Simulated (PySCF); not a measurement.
## Magnetisability: `C(/C=[CH]/[GeH2][CH3])#N`, C₄H₇GeN

Molfile (atoms numbered from 1):
```
C4H7GeN
     RDKit          3D

 13 12  0  0  0  0  0  0  0  0999 V2000
   -2.2841    0.4436   -0.1571 C   0  0  0  0  0  0  0  0  0  0  0  0
   -0.8717   -0.6598    0.6537 Ge  0  0  0  0  0  4  0  0  0  0  0  0
    0.8301   -0.3484   -0.2502 C   0  0  0  0  0  0  0  0  0  0  0  0
    1.9027    0.1817    0.3401 C   0  0  0  0  0  0  0  0  0  0  0  0
    3.1088    0.4148   -0.3498 C   0  0  0  0  0  0  0  0  0  0  0  0
    4.0858    0.6027   -0.9209 N   0  0  0  0  0  0  0  0  0  0  0  0
   -2.0518    1.4996   -0.0441 H   0  0  0  0  0  0  0  0  0  0  0  0
   -2.3753    0.2273   -1.2188 H   0  0  0  0  0  0  0  0  0  0  0  0
   -3.2449    0.2522    0.3123 H   0  0  0  0  0  0  0  0  0  0  0  0
   -0.6890   -0.3476    2.1132 H   0  0  0  0  0  0  0  0  0  0  0  0
   -1.2105   -2.1194    0.5385 H   0  0  0  0  0  0  0  0  0  0  0  0
    0.8989   -0.6059   -1.3010 H   0  0  0  0  0  0  0  0  0  0  0  0
    1.8966    0.4597    1.3877 H   0  0  0  0  0  0  0  0  0  0  0  0
  1  2  1  0
  2  3  1  0
  3  4  2  0
  4  5  1  0
  5  6  3  0
  1  7  1  0
  1  8  1  0
  1  9  1  0
  2 10  1  0
  2 11  1  0
  3 12  1  0
  4 13  1  0
M  END
```

Level of theory: PySCF, GIAO PBE/pcSseg-1 magnetisability, rotational g tensor and spin-rotation constants, non-relativistic, gas phase. Geometry: GFN2-xTB.

The calculation is non-relativistic, which matters for the atoms heavier than Zn.

Task: How diamagnetic is it, and how anisotropic?

Result: Isotropic -1159 × 10⁻³⁰ J/T², or -69.8 × 10⁻⁶ cm³/mol; principal values -1233, -1217, -1026 × 10⁻³⁰ J/T², anisotropy 200 × 10⁻³⁰ J/T² (root of half the summed squared differences of the principal values). The susceptibility is in cgs units.

Task: Split it along the inertial axes a, b, c into diamagnetic and paramagnetic parts about the centre of mass, with the quadrupole moment.

Result: 
| axis | χ (10⁻⁶ cm³/mol) | diamagnetic (10⁻⁶ cm³/mol) | paramagnetic (10⁻⁶ cm³/mol) | summed x² of all electrons (Å²) | quadrupole Θ (D Å) |
| --- | --- | --- | --- | --- | --- |
| a | -73.5 | -248.3 | 174.8 | 309.0 | -19.67 |
| b | -71.6 | -1396.9 | 1325.3 | 38.3 | +8.47 |
| c | -64.2 | -1473.3 | 1409.1 | 20.3 | +11.20 |

Anisotropies 2χaa − χbb − χcc = -11.1 and 2χbb − χaa − χcc = -5.6 × 10⁻⁶ cm³/mol. Θ is traceless in Buckingham's convention.

Task: And the rotational g tensor?

Result: 
| axis | rotational constant (GHz) | g | nuclear part | electronic part |
| --- | --- | --- | --- | --- |
| a | 8.8084 | -0.0485 | 0.6749 | -0.7234 |
| b | 0.8555 | -0.0121 | 0.5205 | -0.5327 |
| c | 0.8119 | -0.0149 | 0.5226 | -0.5375 |

Asymmetric top; isotopes 12C, 74Ge, 1H, 14N; no vibrational averaging.
